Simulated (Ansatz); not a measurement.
```yaml
crystal:
  periodic: [false, false, false]
  atoms:
    - {symbol: N, position_ang: [-2.462579, 0.495268, 0.685946]}
    - {symbol: C, position_ang: [-1.238817, -0.207220, 0.549584]}
    - {symbol: O, position_ang: [-0.679701, -0.093869, -0.755393]}
    - {symbol: Si, position_ang: [0.854673, -0.607631, -1.111848]}
    - {symbol: Al, position_ang: [2.606655, 0.507152, 0.228917]}
    - {symbol: H, position_ang: [-2.337716, 1.483697, 0.509905]}
    - {symbol: H, position_ang: [-3.157339, 0.144797, 0.039356]}
    - {symbol: H, position_ang: [-0.524950, 0.185342, 1.286329]}
    - {symbol: H, position_ang: [-1.413906, -1.266540, 0.770201]}
    - {symbol: H, position_ang: [1.032543, -0.329844, -2.564499]}
    - {symbol: H, position_ang: [0.955033, -2.094775, -0.945338]}
    - {symbol: H, position_ang: [4.141696, 0.208783, -0.063988]}
    - {symbol: H, position_ang: [2.244809, 1.539841, 1.385529]}
basis:
  gaussian: {orbitals: cc-pVTZ, final_grid: {core_spheres: 1, valence_spheres: 1, degree: 5}}
hamiltonian: {xc: {name: PBE}}
output: {forces: true}
```

```sh
$ ansatz run in.yaml --threads 4 --pin off --events-out ev --progress --plain --max-ram 10444MiB
```

Shortened log:

```
Functional definition: PBE
1534 factors; their error is unknown
mean field evaluation 1: about -19156.3454 eV, gradient 7.6e1 eV
mean field evaluation 2: about -19054.6543 eV, gradient 1.9e2 eV
mean field evaluation 4: about -19167.4672 eV, gradient 1.3e1 eV
mean field evaluation 8: about -19167.8067 eV, gradient 1.6e-1 eV
mean field evaluation 16: about -19141.2273 eV, gradient 3.7e-1 eV
mean field -19141.22794720 eV, -703.4271526691 hartree, gradient 6.4e-5 eV, S^2 0.000000; 0 other end points of the search recorded, 0 dependent functions left out
reference -19141.22821586 eV, -703.4271625424 hartree; 28, 28 occupied and 242, 242 virtual orbitals, 1534 factors
Total energy: -19141.22821586 eV, -703.4271625424 hartree
Atom 0 at    -2.462579     0.495268     0.685946 Å, force     4.482200    -0.320288    -6.519167 eV/Å
Atom 1 at    -1.238817    -0.207220     0.549584 Å, force    -4.505193     3.694535    -1.308431 eV/Å
Atom 2 at    -0.679701    -0.093869    -0.755393 Å, force     6.484556    -9.117485     4.921204 eV/Å
Atom 3 at     0.854673    -0.607631    -1.111848 Å, force   -11.738961     6.524856     0.269289 eV/Å
Atom 4 at     2.606655     0.507152     0.228917 Å, force    -0.613239    -1.355863    -0.885563 eV/Å
Atom 5 at    -2.337716     1.483697     0.509905 Å, force     0.388192    -9.060384     0.118413 eV/Å
Atom 6 at    -3.157339     0.144797     0.039356 Å, force     7.950593     3.855714     5.380599 eV/Å
Atom 7 at    -0.524950     0.185342     1.286329 Å, force    -3.946203    -2.793592    -5.124476 eV/Å
Atom 8 at    -1.413906    -1.266540     0.770201 Å, force     0.870774     6.464728    -1.367972 eV/Å
Atom 9 at     1.032543    -0.329844    -2.564499 Å, force     0.386641    -0.553222     4.058122 eV/Å
Atom 10 at     0.955033    -2.094775    -0.945338 Å, force    -0.248005     2.123718     0.109248 eV/Å
Atom 11 at     4.141696     0.208783    -0.063988 Å, force    -0.425304     1.330002     0.298068 eV/Å
Atom 12 at     2.244809     1.539841     1.385529 Å, force     0.913950    -0.792717     0.050665 eV/Å
Dipole moment:    -0.057843     0.000629    -0.002632 e Å
```

What is wrong with this run?

The integration grid is far too coarse. Self-consistency was reached. The result belongs to that input, not to the molecule as meant.
